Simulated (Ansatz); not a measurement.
Program: Ansatz. Geometries: PBE0-D4/def2-TZVP. ΔE: electronic, gas phase. CCSD(T)/CBS adds triple-zeta CCSD(T) − MP2 to the extrapolated MP2 energy (def2 sets, frozen cores). This one scheme is used for every species. Functionals use def2-TZVPP. B3LYP here is the variant with VWN-RPA as its local correlation; programs differ in this. For Ga outer-core shells are correlated without core-valence functions, which leaves a few kJ/mol of doubt a bond. Scalar relativity is left out up to krypton.

Consider the cleavage of the B–Ga bond: `[SiH3][B](Cl)[GaH2]` + HCl → `[SiH3]B(Cl)Cl` + `[GaH3]`.

(1) Is it downhill or uphill in electronic energy at CCSD(T)/CBS, and by how much? (An estimate is asked.)

(2) What do these levels give: PBE-D4, BLYP-D4, r2SCAN-D4, PBE0-D4, r2SCAN0-D4, B3LYP, r2SCANh, MP2/def2-TZVPP, SCS-MP2/def2-QZVPP, HF/CBS(def2), MP2/CBS(def2), CCSD/CBS(def2)? (Estimate.)

Largest T1 diagnostic among the species: 0.015.

Results:

(1) The calculation gave: Downhill: ΔE = -22.5 kcal/mol.

(2) The calculation gave: PBE-D4 -22.7, BLYP-D4 -23.3, r2SCAN-D4 -24.5, PBE0-D4 -23.3, r2SCAN0-D4 -24.7, B3LYP -24.3, r2SCANh -24.7, MP2/def2-TZVPP -25.3, SCS-MP2/def2-QZVPP -24.8, HF/CBS(def2) -26.6, MP2/CBS(def2) -24.5, CCSD/CBS(def2) -22.4 kcal/mol.

Leaving LDA and LC-ωPBE aside and taking each functional with its dispersion term where it has one, the values, not all of them listed here, spread over 3.7 kcal/mol, from B97M-V to PBE-D4. LDA lies −0.8 kcal/mol from PBE without D4. In def2-TZVPP, CCSD(T) changes the Hartree–Fock value by +3.2 kcal/mol (the triples alone add −0.1 kcal/mol) and MP2 by +1.2 kcal/mol. At CCSD(T), def2-SVP lies −5.4 kcal/mol from the extrapolated value and def2-TZVPP −0.8 kcal/mol.
